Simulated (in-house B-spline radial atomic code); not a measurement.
Levels of two electrons outside the [He] 2s2 core along the 6-electron series, above the ground level 2p2 J0; labels give the leading configuration and J, and a prime marks the next level of the same label. Computed with a B-spline radial code for spherical atoms: configuration interaction with many-body perturbation theory for the core, Breit and QED.

| ion | Z | first ionisation energy (eV) | excitation of 2p2 J2' (eV) | core correlation Breit and QED part of 2p2 J2' (eV) | excitation of 2p2 J1 (eV) | core correlation Breit and QED part of 2p2 J1 (eV) | excitation of 2p2 J2 (eV) | core correlation Breit and QED part of 2p2 J2 (eV) | excitation of 2p2 J0' (eV) | core correlation Breit and QED part of 2p2 J0' (eV) |
| --- | --- | --- | --- | --- | --- | --- | --- | --- | --- | --- |
| C | 6 | 11.23 | 1.2081 | -0.010177 | 0.0019249 | -0.00019678 | 0.0049929 | -0.0013423 | 3.0352 | 0.3476 |
| N+ | 7 | 29.61 | 1.8308 | -0.057445 | 0.0058925 | -0.00056315 | 0.015682 | -0.003501 | 4.5154 | 0.18764 |
| O2+ | 8 | ? | ? | ? | ? | ? | ? | ? | ? | ? |
| F3+ | 9 | ? | ? | ? | ? | ? | ? | ? | ? | ? |
| Ne4+ | 10 | 126.48 | 3.6825 | -0.09309 | 0.050762 | -0.0036724 | 0.1371 | -0.019907 | 8.6608 | -0.24584 |
| Mg6+ | 12 | 225.37 | 5.0073 | -0.11018 | 0.13739 | -0.0084237 | 0.36323 | -0.042767 | 11.462 | -0.54163 |

Question: Fill in the row of O2+.

Answer: first ionisation energy (eV): 55.00; excitation of 2p2 J2' (eV): 2.4412; core correlation Breit and QED part of 2p2 J2' (eV): -0.075611; excitation of 2p2 J1 (eV): 0.013856; core correlation Breit and QED part of 2p2 J1 (eV): -0.0012028; excitation of 2p2 J2 (eV): 0.037355; core correlation Breit and QED part of 2p2 J2 (eV): -0.007071; excitation of 2p2 J0' (eV): 5.913; core correlation Breit and QED part of 2p2 J0' (eV): 0.042939.

Question: Fill in the row of F3+.

Answer: first ionisation energy (eV): 87.30; excitation of 2p2 J2' (eV): 3.0551; core correlation Breit and QED part of 2p2 J2' (eV): -0.085477; excitation of 2p2 J1 (eV): 0.027912; core correlation Breit and QED part of 2p2 J1 (eV): -0.0022085; excitation of 2p2 J2 (eV): 0.07557; core correlation Breit and QED part of 2p2 J2 (eV): -0.012424; excitation of 2p2 J0' (eV): 7.2864; core correlation Breit and QED part of 2p2 J0' (eV): -0.10061.
